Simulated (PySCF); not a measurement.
B3LYP has the VWN-RPA correlation part, as in Gaussian. Delta-SCF ions had no search for a lower state. Excitations are Tamm–Dancoff values on a coarser integration grid. The basis has no diffuse functions, so Rydberg states are missing or too high.

Cartesian coordinates (Å):
SMILES: Bc1cc2ccccc2nc1F
```xyz
19

B     -3.5508     0.2048    -0.2634
C     -2.0660    -0.1085    -0.0045
C     -1.0576     0.7117    -0.5048
C      0.3097     0.4307    -0.2709
C      1.3695     1.2400    -0.7621
C      2.6805     0.9067    -0.4958
C      2.9779    -0.2479     0.2711
C      1.9699    -1.0544     0.7623
C      0.6130    -0.7371     0.5048
N     -0.3677    -1.5465     0.9989
C     -1.5972    -1.2376     0.7518
F     -2.5205    -2.0574     1.2546
H     -4.4332    -0.4921     0.1612
H     -3.8211     1.1845    -0.9146
H     -1.3288     1.5936    -1.0920
H      1.1263     2.1275    -1.3520
H      3.4944     1.5291    -0.8736
H      4.0212    -0.5008     0.4749
H      2.1804    -1.9464     1.3541
```
Charge 0, multiplicity 1.

**Question.** Predict the brightest of the four lowest singlets (TDA), total energy, vertical ionisation energy (Delta-SCF), LUMO and S1–T1 gap (TDA) from B3LYP-D3(BJ)/def2-TZVP // B3LYP-D3(BJ)/def2-SVP (PySCF 2.14.0).

**Answer.** 
- brightest of the four lowest singlets (TDA): 4.36 eV
- total energy: -526.8548 Ha
- vertical ionisation energy (Delta-SCF): 8.80 eV
- LUMO: -2.81 eV
- S1–T1 gap (TDA): 0.81 eV
